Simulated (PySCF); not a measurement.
A structure optimised at PBE-D3(BJ)/def2-SVP, used in a PySCF frequency run:

```xyz
11

C      2.6385    -0.3713    -0.4006
C      1.4978    -0.5150     0.0226
C      0.1407    -0.5944     0.5200
N     -0.9022    -1.2592    -0.3975
C     -1.8374    -0.3487    -0.3037
B     -0.8432     0.6715     0.3262
O     -0.6588     2.0024     0.2118
H      3.6485    -0.2746    -0.7734
H      0.0979    -1.1004     1.5068
H     -2.8292    -0.4770    -0.7751
H      0.2470     2.2660     0.4682
```

Task: Write its SMILES and formula.

Result: C#C[C@@H]1N=CB1O, C4H4BNO

Task: What are its rotational constants (standard atomic weights)?

Result: 4.3652, 2.3252, 1.6311 GHz
